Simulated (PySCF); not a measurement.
# What a mistake does to a calculation on BGeH3N

Calculated results; nothing here was measured. They come from PySCF 2.14.0, an open-source quantum chemistry program, on an isolated molecule that a program drew, which may never have been made. The molecule is BGeH3N (charge 0, doublet), drawn as the SMILES string `[BH][N]=[GeH2]`.

Each row is a Hartree-Fock (HF) and frozen-core CCSD(T) single point in the cc-pVDZ basis, meant for a local HF minimum. Run 1 is clean. Each other run has one planted mistake out of seven kinds, and not every kind appears here: one electron removed, one electron added, multiplicity raised by two, geometry at a saddle point, minimal basis STO-3G, one bond length entered in bohr, all coordinates scaled. The reference is restricted for singlets and unrestricted otherwise, and also for a bond in bohr. Adding or removing an electron swaps singlet and doublet. Electrons count all cores. HOMO and LUMO are orbital energies over both spins, the gradient is its largest component, and the lowest frequency (negative if imaginary) is given only where the gradient is small. Bond lengths are over the 5 bonds as drawn. T1 is the CCSD diagnostic: over 0.02 (restricted) or 0.045 (unrestricted) a single reference is doubtful. Germanium has the cc-pVDZ-PP basis, with a core potential (ECP10MDF) in place of its 10 inner electrons, and its 3s, 3p and 3d shells are frozen in CCSD(T).

Geometry of the clean run:
```xyz
6
BGeH3N, angstrom
B     2.3827    0.6721   -1.8107
N     1.7536    0.4640   -0.7611
Ge    0.6674    0.1807    0.6649
H     2.9871    0.8679   -2.7965
H     0.9230   -1.2304    1.2152
H     0.9496    1.2524    1.7286
```

```
run,electrons,basis functions,<S^2>,HOMO (eV),LUMO (eV),gradient (hartree/bohr),lowest frequency (cm^-1),mean bond (Å),longest bond (Å),T1,HF (hartree),CCSD(T) (hartree),mistake
1,47,66,0.756,-8.53,1.18,3.5e-05,163,1.4602,1.815,0.0176,-374.24598,-374.60752,no fault
2,47,66,1.500,-8.69,0.96,2.1e-02,-,1.6689,2.216,0.0742,-374.11352,-374.47511,one bond length entered in bohr
3,48,66,0.000,-0.47,8.84,8.5e-02,-,1.4602,1.815,0.0180,-374.23064,-374.62690,one electron added
4,46,66,0.000,-17.12,-6.89,9.6e-02,-,1.4602,1.815,0.0202,-373.96154,-374.31524,one electron removed
5,47,66,3.776,-4.94,0.29,2.0e-01,-,1.4602,1.815,0.0224,-374.05755,-374.37743,?
```

**Which mistake was planted in run 5, and what did it cost?**

Electrons, basis and geometry are unchanged, and <S^2> is 3.776, beside S(S+1) = 3.75 for a multiplicity of 4. So the mistake is: multiplicity raised by two. Subtracting run 1 and multiplying by 627.51 kcal/mol a hartree, the energy moved by 118.2 kcal/mol in HF and 144.4 kcal/mol in CCSD(T).

Cautions from the logs. Run 2: T1 is over the limit, so its CCSD(T) energy is less reliable; run 4: T1 is over the limit, so its CCSD(T) energy is less reliable.
